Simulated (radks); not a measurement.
Excited configurations of Os: one electron is placed in a higher orbital outside [Xe] 4f14 5d6 6s1. The ground configuration is [Xe] 4f14 5d6 6s2. Calculated with a radial shooting solver on a logarithmic mesh with Libxc functionals: scalar-relativistic Kohn-Sham, PBE, spin-polarised, spherical densities, finite nucleus; open shells are filled with parallel spins first (spin-orbit coupling, left out, can overturn this in heavy ions); Fermi nuclear charge, rms radius 5.4126 fm. Excitation = E - E(ground); binding = E(ion) - E, where the ion is the core of charge +1; n* = 1/sqrt(2 binding) in atomic units, and the quantum defect is n - n*.

\begin{tabular}{lrrrrrr}
outer orbital & excitation (eV) & binding (eV) & n* & quantum defect & eigenvalue (eV) & <r> (bohr) \\ \hline
6d & 6.706 & 1.697 & 2.832 & 3.168 & -0.796 & 9.884 \\
6f & 7.722 & 0.681 & 4.470 & 1.530 & -0.405 & 27.86 \\
7s & 5.640 & 2.762 & 2.219 & 4.781 & -1.675 & 8.056 \\
7p & 6.462 & 1.940 & 2.648 & 4.352 & -1.150 & 10.63 \\
7f & 7.903 & 0.499 & 5.220 & 1.780 & -0.321 & 41.62 \\
\end{tabular}

The Delta-SCF ionisation energy is 8.403 eV (NIST Atomic Spectra Database: 8.438 eV, measured). Self-interaction in the functional shifts the binding energies and quantum defects, so they are the method's values and not measured ones. Open shells are spherical and high-spin; term and fine-structure splittings are not resolved. Spin-orbit splitting is averaged out at the scalar-relativistic level.
